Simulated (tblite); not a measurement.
Compound: C2H13O2PSi3.
Numbering: `[CH3:1][CH2:2][O:3][Si@H:4]([OH:5])[SiH2:6][SiH2:7][PH2:8]` (hydrogens: H9, H10, H11 on C1; H12, H13 on C2; H14 on Si4; H15 on O5; H16, H17 on Si6; H18, H19 on Si7; H20, H21 on P8)

Structure optimised with GFN2-xTB, isolated species.

Task: What internal coordinates does the optimisation give?

Result: 
```
                 bond  length (Å)
                C1–C2       1.521
                C2–O3       1.401
               O3–Si4       1.631
               Si4–O5       1.632
              Si4–Si6       2.288
              Si6–Si7       2.328
               Si7–P8       2.249
C1–H9, C1–H10, C1–H11       1.087
               C2–H12       1.096
               C2–H13       1.096
              Si4–H14       1.461
               O5–H15       0.953
              Si6–H16       1.482
              Si6–H17       1.474
              Si7–H18       1.470
              Si7–H19       1.475
       P8–H20, P8–H21       1.380
```

Bonds in one row agree within 0.01 Å and their mean is given. A selection of angles:
```
      angle  degrees
   C1–C2–O3    111.1
  C2–O3–Si4    129.4
  O3–Si4–O5    112.8
 O3–Si4–Si6     95.9
 O5–Si4–Si6    116.8
Si4–Si6–Si7    113.3
 Si6–Si7–P8    109.7
 H15–O5–Si4    123.5
```

Torsions: C1–C2–O3–Si4 -89° (synclinal); C2–O3–Si4–O5 -60° (synclinal); O3–Si4–Si6–Si7 -21° (synperiplanar); Si4–Si6–Si7–P8 -143° (anticlinal); H15–O5–Si4–O3 -61° (synclinal).

P8 (three-coordinate phosphorus) is pyramidal (angles 96.0°, 95.0° and 92.3°, sum 283.3°, 0.83 Å off the plane of its three neighbours). O3 (silyl ether oxygen) is bent (angle 129.4°). Si7 (SiH2 silicon) is distorted tetrahedral (angles from 102.7° to 115.5°). Si6 (SiH2 silicon) is distorted tetrahedral (angles from 101.7° to 113.3°). Of the pairs four or more bonds apart, Si4···H9 is among the closest relative to their van der Waals radii: 3.30 Å, 100 % of the sum of Bondi's values. Si4 (oxygen-bound silicon) has angles from 95.9° to 122.6°. The 2 Si–Si bonds span 2.288 Å (Si4–Si6, drawn single) to 2.328 Å (Si6–Si7, drawn single), a spread of 0.040 Å.

Point group: C1 (no symmetry element, even within 0.4 Å). Its lowest GFN2-xTB frequency is 10 cm⁻¹, too small to tell a flat minimum from a shallow saddle. One conformer, not necessarily the lowest (C1–C2–O3–Si4 -89°, C2–O3–Si4–O5 -60°, O3–Si4–O5–H -61°, O3–Si4–Si6–Si7 -21°, Si4–Si6–Si7–P8 -143°).

All values are computed, not measured.
